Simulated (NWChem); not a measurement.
# GeH2F2; SMILES [F][GeH2][F]

All runs: NWChem. All runs use the structure optimised with PBE0/def2-SVP. Level MN15/def2-SVP: energy and gradient on several grids; changes count from the extra-fine grid, which is no exact limit either.

| grid | size of the energy change (μHa) | largest change of a gradient component (μHa/bohr) |
|---|---|---|
| xcoarse | 60000 | 7000 |
| coarse | 100 | 500 |
| medium | < 10 | 100 |
| fine | < 10 | < 30 |
| xfine | < 10 | < 30 |
